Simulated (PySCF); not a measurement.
**Electron correlation in Ca (calcium, neutral)**

[Ar] 4s2, closed-shell 1S. Calculation: PySCF 2.14, in aug-cc-pwCVQZ-X2C; scalar relativity by spin-free X2C-1e. Frozen: [Ne]; 10 electrons correlated.

MP2 pair energies summed by pair of shells (mhartree):

```tsv
pair	energy	share (%)
3p-3p	-180.24	61.8
3s-3p	-49.80	17.1
3p-4s	-29.17	10.0
4s-4s	-21.02	7.2
3s-3s	-9.65	3.3
3s-4s	-1.94	0.7
```

Total MP2 correlation energy: -291.82 mhartree.

Same-spin part -72.12 and opposite-spin part -219.70 mhartree; SCS-MP2 scales them by 1/3 and 6/5 to -287.68 mhartree.
